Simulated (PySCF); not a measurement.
BH3N, SMILES [BH]N, multiplicity 2.

Geometry optimised at r2SCAN-D4/def2-TZVP. The isomer is the one that the SMILES or the coordinates give; other isomers of the formula were not compared.

These are r2SCAN-D4/def2-TZVP (PySCF 2.14.0) values and carry that method's errors.

No scaling factor is applied to the harmonic values.

| mode | ν (cm⁻¹) | IR (km/mol) | moving atoms (share of kinetic energy) |
|---|---|---|---|
| 1 | 606 | 177.7 | H 76 %, N 22 % |
| 2 | 748 | 0.9 | H 96 % |
| 3 | 846 | 0.3 | H 89 %, B 10 % |
| 4 | 1067 | 35.0 | H 68 %, B 17 %, N 16 % |
| 5 | 1331 | 35.1 | B 55 %, N 28 %, H 17 % |
| 6 | 1619 | 48.7 | H 83 %, N 16 % |
| 7 | 2618 | 104.2 | H 90 %, B 9 % |
| 8 | 3501 | 2.0 | H 95 % |
| 9 | 3621 | 41.5 | H 92 %, N 8 % |
